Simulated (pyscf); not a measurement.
**H₂B–O–B(F)–F, singlet**

Gas-phase minimum from PySCF at ωB97X-D3(BJ)/def2-SVP, one conformer. 

```
O
B 1 1.3611
F 2 1.3203 1 119.41
F 2 1.3231 3 118.67 1 178.78
B 1 1.3659 2 128.99 3 -152.40
H 5 1.2067 1 117.23 2 -171.10
H 5 1.2104 6 123.05 1 178.95
```
Charge 0, spin multiplicity 1.

Properties at ωB97X-D3(BJ)/def2-SVP:

- Harmonic wavenumbers, unscaled: 65, 184, 242, 459, 508, 700, 822, 1031, 1078, 1198, 1361, 1468, 1488, 2590, 2701 cm⁻¹
- Zero-point energy: 22.7 kcal/mol
- Rotational symmetry number: 1
- Entropy of this conformer at 298 K and 1 atm, rigid rotor and harmonic oscillator, modes under 100 cm⁻¹ raised to 100: 309.7 J/(mol K)
- Dipole moment: 0.69 D

Single-point totals, which compare only within one level (frozen core for MP2 and CC):

```tsv
level	total energy (hartree)
ωB97X-D3(BJ)/def2-TZVP	-326.21017
PBE/def2-TZVP	-325.79290
r²SCAN/def2-TZVP	-325.99932
B3LYP-D3(BJ)/def2-TZVP	-326.17070
PBE0-D3(BJ)/def2-TZVP	-325.80977
M06-2X/def2-TZVP	-326.04781
ωB97M-D3(BJ)/def2-TZVP	-326.22471
HF/def2-TZVPP	-324.63553
MP2/def2-TZVPP	-325.54918
CCSD/def2-TZVPP	-325.56537
CCSD(T)/def2-TZVPP	-325.59459
```

Soft torsions are taken as harmonic, which can shift the entropy by several J/(mol K). The CCSD(T) − MP2 part came from Ansatz, without density fitting, on the same reference.
